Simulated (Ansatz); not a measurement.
`CCO[SiH3]` + H₂Te → `[SiH3]OC[TeH]` + CH₄  (substitution at a C–C bond)

Computed with Ansatz on PBE0-D4/def2-TZVP structures; ΔE is electronic, products minus reactants. CBS: MP2 limit from def2 TZ/QZ plus the TZ coupled-cluster correction, frozen cores. This one scheme is used for every species. DFT in def2-TZVPP. B3LYP here is the variant with VWN-RPA as its local correlation; programs differ in this. Elements past krypton have def2 core potentials. For Te outer-core shells are correlated without core-valence functions, which leaves a few kJ/mol of doubt a bond. Each species was taken in one conformer, which may not be the lowest.

| level | ΔE (kJ/mol) | difference from CCSD(T)/CBS |
| --- | --- | --- |
| PBE-D4 | -9.4 | -4.6 |
| r2SCAN-D4 | -4.1 | 0.7 |
| B3LYP-D4 | -5.8 | -1.0 |
| ωB97X-V | 5.1 | 9.9 |
| r2SCAN | -3.3 | 1.5 |
| PBE0 | 2.6 | 7.4 |
| B3LYP | 2.0 | 6.8 |
| HF/def2-TZVPP | 21.3 | 26.1 |
| MP2/def2-TZVPP | -5.4 | -0.6 |
| SCS-MP2/def2-TZVPP | -0.7 | 4.1 |
| CCSD/def2-TZVPP | 6.4 | 11.2 |
| HF/def2-QZVPP | 21.0 | 25.8 |
| MP2/def2-QZVPP | -9.0 | -4.2 |
| SCS-MP2/def2-QZVPP | -3.8 | 1.0 |
| HF/CBS(def2) | 21.0 | 25.8 |
| MP2/CBS(def2) | -11.5 | -6.7 |
| CCSD(T)/CBS | -4.8 | 0 |

Largest T1 diagnostic among the species: 0.012.

The D4 term adds −7.8 kJ/mol with B3LYP and −4.1 kJ/mol with PBE0; it sums over pairs of atoms, weighted by their polarisabilities, and B3LYP, whose exchange is more repulsive, gets the larger term. From PBE to PBE0 (25 % exact exchange), in def2-TZVPP and without D4, ΔE moves by +7.5 kJ/mol.
